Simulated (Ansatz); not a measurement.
Ansatz (a program for electronic structure) input (CCSD(T)/def2-SVPD):

Ansatz 0.2 input:
```yaml
crystal:
  periodic: [false, false, false]
  atoms:
    - {symbol: Si, position_ang: [-0.66100242, 0.07867757, 0.21951764]}
    - {symbol: Br, position_ang: [0.00834553, -0.28903227, -1.87773755]}
    - {symbol: Br, position_ang: [1.00822355, 0.19522273, 1.63629940]}
    - {symbol: O, position_ang: [-1.34165152, 1.50740484, -0.16004149]}
    - {symbol: O, position_ang: [-1.63979208, -1.08122009, 0.79064090]}
    - {symbol: H, position_ang: [-2.47433504, -1.22763033, 0.33229260]}
basis:
  gaussian:
    orbitals: def2-SVPD
magnetization: {spin_polarized: true, initial_magnetization: 1}
correlation: {method: ccsd_t, electrons: outside_noble_gas}
output: {forces: true}
```

Output:

```
Functional definition: HF
integrals: 0.82 GiB planned
1537 factors; integrals over basis functions are off by at most 1.1e-3 eV
mean field: 1.65 GiB planned
mean field evaluation 1: about -151921.9765 eV, gradient 4.0e1 eV
mean field evaluation 2: about -151921.9785 eV, gradient 4.0e1 eV
mean field evaluation 4: about -151929.8136 eV, gradient 6.0e0 eV
mean field evaluation 8: about -151931.5376 eV, gradient 1.2e0 eV
mean field evaluation 16: about -151931.5688 eV, gradient 5.0e-6 eV
mean field evaluation 32: about -151931.5647 eV, gradient 1.0e-1 eV
mean field evaluation 64: about -151931.5674 eV, gradient 6.1e-2 eV
mean field evaluation 96: about -151931.2185 eV, gradient 3.8e-1 eV
mean field evaluation 128: about -151931.2676 eV, gradient 2.6e-1 eV
mean field evaluation 160: about -151931.5688 eV, gradient 2.4e-4 eV
mean field -151931.56877227 eV, -5583.3821694647 hartree, gradient 1.5e-6 eV, S^2 0.758929; 6 other end points of the search recorded, 0 dependent functions left out
determinant -151931.56877227 eV, -5583.3821694647 hartree, with singles and doubles -151951.19480275 eV, -5584.1034127819 hartree
determinant -151931.22939317 eV, -5583.3696975130 hartree, with singles and doubles -151950.76524289 eV, -5584.0876267482 hartree
determinant -151931.56877227 eV, -5583.3821694647 hartree, with singles and doubles -151951.23896784 eV, -5584.1050358191 hartree
determinant -151931.22939317 eV, -5583.3696975130 hartree, with singles and doubles -151950.79804203 eV, -5584.0888320946 hartree
35 core orbitals not correlated
reference -151931.56877227 eV, -5583.3821694647 hartree; 16, 15 occupied and 109, 110 virtual orbitals, 1537 factors
densities: 4.12 GiB planned
second order -18.58426869 eV of doubles, -0.00000000 eV of singles
coupled cluster: 2.45 GiB planned
cycle   1  -19.67019610 eV  change   -5.3e-7 eV  update   3.6e-6
cycle   2  -19.67019691 eV  change   -8.0e-7 eV  update   2.6e-6
cycle   3  -19.67019778 eV  change   -8.7e-7 eV  update   2.0e-6
cycle   4  -19.67019821 eV  change   -4.4e-7 eV  update   1.1e-6
cycle   5  -19.67019857 eV  change   -3.6e-7 eV  update   9.6e-7
cycle   6  -19.67019873 eV  change   -1.6e-7 eV  update   8.5e-7
cycle   7  -19.67019885 eV  change   -1.2e-7 eV  update   7.9e-7
cycle   8  -19.67019881 eV  change    4.2e-8 eV  update   7.0e-7
cycle   9  -19.67019869 eV  change    1.2e-7 eV  update   5.9e-7
cycle  10  -19.67019873 eV  change   -4.2e-8 eV  update   4.5e-7
cycle  11  -19.67019867 eV  change    6.0e-8 eV  update   3.5e-7
cycle  12  -19.67019869 eV  change   -2.2e-8 eV  update   2.7e-7
cycle  13  -19.67019865 eV  change    4.3e-8 eV  update   2.2e-7
cycle  14  -19.67019867 eV  change   -1.9e-8 eV  update   1.7e-7
cycle  15  -19.67019870 eV  change   -3.6e-8 eV  update   1.3e-7
perturbative correction -0.60894908 eV, -0.0223784661 hartree
the calculation of the forces begins
Total energy: -151951.84792005 eV, -5584.1274144001 hartree
Atom 0 at    -0.661002     0.078678     0.219518 Å, force     1.159282    -0.605985    -0.145650 eV/Å
Atom 1 at     0.008346    -0.289032    -1.877738 Å, force     0.050431    -0.033875    -0.110942 eV/Å
Atom 2 at     1.008224     0.195223     1.636299 Å, force     0.137487     0.021625     0.145594 eV/Å
Atom 3 at    -1.341652     1.507405    -0.160041 Å, force    -0.656438     1.400414    -0.301990 eV/Å
Atom 4 at    -1.639792    -1.081220     0.790641 Å, force    -0.544528    -0.714583     0.461643 eV/Å
Atom 5 at    -2.474335    -1.227630     0.332293 Å, force    -0.146233    -0.067596    -0.048654 eV/Å
Dipole moment:    -0.201778    -0.259347    -0.039260 e Å
```

It need not be the lowest isomer of its formula.
